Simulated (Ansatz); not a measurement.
Consider the ligand exchange at the Si–O bond: `CN([SiH2]O)[SiH](O)F` + H–F → `CN([SiH2]O)[SiH](F)F` + H₂O.

Computed with Ansatz on PBE0-D4/def2-TZVP structures; ΔE is electronic, products minus reactants. CCSD(T)/CBS is the MP2 limit (def2-TZVPP, def2-QZVPP) plus CCSD(T) − MP2 in def2-TZVPP, frozen cores. This one scheme is used for every species. Each species was taken in one conformer, which may not be the lowest.

`CN([SiH2]O)[SiH](O)F`:

Cartesian coordinates in Å:
```
C -1.425 -1.223 -0.127
N -0.347 -0.233 -0.003
Si -0.287 0.538 1.556
O 0.883 1.676 1.594
Si 0.641 0.072 -1.344
O 2.058 0.677 -0.770
F 0.898 -1.300 -2.116
H -2.395 -0.749 -0.309
H -1.225 -1.922 -0.941
H -1.505 -1.817 0.790
H -0.085 -0.539 2.565
H -1.578 1.211 1.847
H 1.646 1.491 1.033
H 0.099 0.980 -2.378
H 2.621 1.136 -1.396
```

H–F:

Cartesian coordinates in Å:
```
F 0.326 0.012 0.325
H -0.326 -0.012 -0.325
```

`CN([SiH2]O)[SiH](F)F`:

Cartesian coordinates in Å:
```
C -0.559 -0.204 -1.464
N 0.131 -0.164 -0.165
Si 0.512 1.399 0.467
O -0.811 2.314 0.800
Si 0.405 -1.629 0.641
F 1.114 -2.663 -0.335
F -0.960 -2.342 1.037
H -0.220 0.620 -2.097
H -1.643 -0.121 -1.350
H -0.338 -1.133 -1.993
H 1.220 2.181 -0.570
H 1.335 1.159 1.678
H -1.398 2.025 1.500
H 1.213 -1.444 1.853
```

H₂O:

Cartesian coordinates in Å:
```
O 0.045 -0.097 0.374
H -0.661 0.425 -0.013
H 0.616 -0.328 -0.361
```

| species | CCSD/CBS(def2) energy (Eh) |
| --- | --- |
| `CN([SiH2]O)[SiH](O)F` | -926.04904 |
| H–F | -100.38944 |
| `CN([SiH2]O)[SiH](F)F` | -950.08451 |
| H₂O | -76.37179 |

Question: Work out ΔE.

Answer: ΔE = (-950.08451) + (-76.37179) − (-926.04904) − (-100.38944) = -0.01782 Eh = -46.8 kJ/mol. CCSD(T)/CBS gives -45.2 kJ/mol.

Largest T1 diagnostic among the species: 0.012.

In def2-TZVPP, CCSD(T) changes the Hartree–Fock value by +10.0 kJ/mol (the triples alone add +1.6 kJ/mol) and MP2 by +11.4 kJ/mol. The D4 term adds +6.1 kJ/mol with B3LYP and +3.2 kJ/mol with PBE0; it sums over pairs of atoms, weighted by their polarisabilities, and B3LYP, whose exchange is more repulsive, gets the larger term.

B3LYP here is the variant with VWN-RPA as its local correlation; programs differ in this.
